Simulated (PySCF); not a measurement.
**Al (aluminium, neutral) across methods**

[Ne] 3s2 3d1, 2D determinant (an excited configuration). Computed with PySCF 2.14 in aug-cc-pVDZ-DK (5s4p2d, 27 functions), with the spin-free X2C one-electron Hamiltonian (Gaussian nucleus).

| method | E (hartree) | mean ε 3s α (eV) | mean ε 3s β (eV) | mean ε 3d α (eV) | Σ⟨r²⟩ (bohr²) | ⟨S²⟩ |
| --- | --- | --- | --- | --- | --- | --- |
| PBE0 | -242.5157 | -10.495 | -10.351 | -0.179 | 47.10 | 0.751 |
| LDA | -241.5697 | -9.709 | -9.512 | 0.312 | 46.74 | 0.750 |
| M06 | -242.6213 | -10.338 | -10.236 | 0.069 | 46.51 | 0.751 |
| UHF | -242.12686 | -12.476 | -12.333 | -0.651 | 48.38 | 0.751 |
| PBE | -242.5006 | -9.568 | -9.404 | 0.116 | 46.88 | 0.751 |
| r2SCAN | -242.5924 | -9.639 | -9.591 | 0.173 | 46.92 | 0.751 |
| B3LYP | -242.6560 | -10.330 | -10.239 | -0.028 | 47.05 | 0.750 |
| TPSSh | -242.6370 | -9.968 | -9.820 | 0.039 | 47.10 | 0.750 |

Problem. Estimate the same row for M06-L.

Solution. E (hartree) = -242.6099; mean ε 3s α (eV) = -9.643; mean ε 3s β (eV) = -9.453; mean ε 3d α (eV) = 0.300; Σ⟨r²⟩ (bohr²) = 47.09; ⟨S²⟩ = 0.751.

The outer electron is Rydberg-like, and this basis confines it to a smaller radius and binds it less than a complete one would.

The highest occupied level is positive at LDA, M06, PBE, r2SCAN, TPSSh, M06-L: only the finite basis holds that electron, which in a density functional comes from self-interaction.
